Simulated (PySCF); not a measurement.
Structure with atom numbers: `[F:1][P:2]=[Si:3]([F:4])[F:5]`.

[PySCF 2.14: NMR shieldings at CAM-B3LYP/pcSseg-2/GIAO; geometry: PBE0-D3(BJ)/def2-SVP; in vacuum; single conformer; no relativistic terms]

Scale: CFCl3 for $^{19}$F (186.01 ppm); $^{31}$P (283.70 ppm) vs H3PO4; $^{29}$Si (328.96 ppm) vs TMS (reference shieldings calculated alike).

| atoms | nucleus | count | δ (ppm) |
| --- | --- | --- | --- |
| F4 | $^{19}$F | 1 | -128.3 |
| P2 | $^{31}$P | 1 | ? |
| F5 | $^{19}$F | 1 | -82.8 |
| Si3 | $^{29}$Si | 1 | 127.9 |
| F1 | $^{19}$F | 1 | ? |

**Question.** Estimate the values marked ?.

**Answer.** 
- F1: -439.8 ppm, fluorine bonded to P
- P2: 260.2 ppm, phosphorus bonded to F, Si

Unscaled 19F shifts against computed CFCl3 carry errors that often reach 10 to 50 ppm. Experimental scales use liquid or dissolved standards, which lie at an offset from isolated H3PO4.
